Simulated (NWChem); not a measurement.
Species: C$_{4}$H$_{5}$FO; SMILES C=COC(=C)F

```xyz
11

C      0.4522     1.8749    -0.5759
C     -0.5081     1.4500     0.2401
O     -0.8094     0.1433     0.5856
C     -0.0188    -0.8682     0.1565
C     -0.4524    -1.9268    -0.5151
F      1.2612    -0.7386     0.5470
H      1.1584     1.2116    -1.0612
H      0.5456     2.9383    -0.7638
H     -1.2093     2.1094     0.7389
H      0.2215    -2.7428    -0.7411
H     -1.4872    -1.9833    -0.8245
```
Atoms are numbered in this order, from 1.

Computed with NWChem. Pople sets run with spherical d functions. STO-3G and 3-21G are far too small for this property and stand as cheap habits. Structure relaxed at the B3LYP/6-31G* (spherical d) level. GIAO values for the isolated, static molecule; σ is the absolute isotropic shielding, δ = σ(reference) − σ with the isolated reference molecule computed at the same levels (13C: tetramethylsilane, 1H: tetramethylsilane).

```csv
level,δ C1 (ppm),δ C2 (ppm),δ C4 (ppm),δ C5 (ppm),δ H8 (ppm),δ H9 (ppm),δ H10 (ppm)
Hartree-Fock/STO-3G,98.8,132.1,138.5,87.9,5.04,6.52,4.74
B3LYP/6-31G*,[?],[?],[?],[?],[?],[?],[?]
"LDA (Slater exchange, VWN5)/pcSseg-1",100.4,160.1,174.7,79.8,4.62,6.33,4.23
PBE0/pcSseg-1,98.6,155.8,170.1,79.2,4.61,6.32,4.26
```

Q: Some entries are withheld; supply them.

A: 
- B3LYP/6-31G*, δ C1 (ppm): 88.4
- B3LYP/6-31G*, δ C2 (ppm): 139.2
- B3LYP/6-31G*, δ C4 (ppm): 153.2
- B3LYP/6-31G*, δ C5 (ppm): 70.4
- B3LYP/6-31G*, δ H8 (ppm): 4.19
- B3LYP/6-31G*, δ H9 (ppm): 6.21
- B3LYP/6-31G*, δ H10 (ppm): 3.68
